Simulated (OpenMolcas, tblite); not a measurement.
# A ladder of methods for SiH2Br2 (dibromosilane)

SiH2Br2 has 5 atoms, charge 0, and is taken as a singlet. SMILES: `Br[SiH2]Br`. Geometry: relaxed at PBE0-D4/def2-TZVP.

Quantity: the HOMO–LUMO gap, in eV. The values are calculated.

| level | kind | program | value (eV) |
| --- | --- | --- | --- |
| IPEA1-xTB | semi-empirical | tblite | 6.58 |
| HF/def2-SVP | Hartree–Fock | OpenMolcas | 14.87 |
| SVWN5/def2-SVP | LDA | OpenMolcas | 5.80 |
| PBE/def2-SVP | GGA | OpenMolcas | 5.96 |
| revPBE/def2-SVP | GGA | OpenMolcas | 6.02 |
| M06-L/def2-SVP | meta-GGA | OpenMolcas | 6.67 |
| PBE0/def2-SVP | global hybrid | OpenMolcas | 8.18 |
| B2PLYP/def2-SVP | double hybrid | OpenMolcas | 10.64 |

All-electron rows without a relativistic Hamiltonian named are non-relativistic. The values span 5.80 to 14.87 eV. Orbital gaps aren't excitation energies, and those of double hybrids come from the SCF part alone; they tend to grow with the share of exact exchange.
